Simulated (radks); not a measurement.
Results of a calculation; reference values are marked as such.
Species: Ru2.5+. Configuration: [Kr] 4d4 5s1.5 (fractional occupations, a model configuration).

Level of theory: scalar-relativistic Kohn-Sham, PBE, spin-unpolarised, spherical densities, finite nucleus; Fermi nuclear charge, rms radius 4.4809 fm (a radial shooting solver on a logarithmic mesh with Libxc functionals).

Energy parts (hartree):
| part | energy |
|---|---|
| total | -4528.78688 |
| kinetic | 4683.25052 |
| electron-nucleus | -10872.52132 |
| Hartree | 1792.63213 |
| exchange-correlation | -132.14820 |

Orbitals (lengths in bohr, moments of r in powers of bohr; r(90%) holds 90 % of the orbital's charge):
| orbital | occ. | eigenvalue (hartree) | r(90%) | <1/r> | <r^2> |
|---|---|---|---|---|---|
| 1s | 2 | -807.4672 | 0.0599 | 45.87 | 0.001510 |
| 2s | 2 | -117.2395 | 0.225 | 10.37 | 0.02501 |
| 2p | 6 | -105.1399 | 0.207 | 10.06 | 0.01969 |
| 3s | 2 | -21.72663 | 0.594 | 3.595 | 0.1855 |
| 3p | 6 | -17.75024 | 0.608 | 3.423 | 0.1887 |
| 3d | 10 | -11.35453 | 0.611 | 3.196 | 0.1765 |
| 4s | 2 | -4.06570 | 1.46 | 1.362 | 1.143 |
| 4p | 6 | -2.94176 | 1.62 | 1.226 | 1.380 |
| 4d | 4 | -1.32464 | 2.18 | 0.9376 | 2.336 |
| 5s | 1.5 | -0.96888 | 3.62 | 0.5139 | 7.144 |

The highest occupied level is 5s at -26.365 eV. Summed over all electrons, <r^2> = 34.06 bohr^2, which gives a Langevin (diamagnetic) susceptibility term of -27 x 10^-6 cm^3/mol.
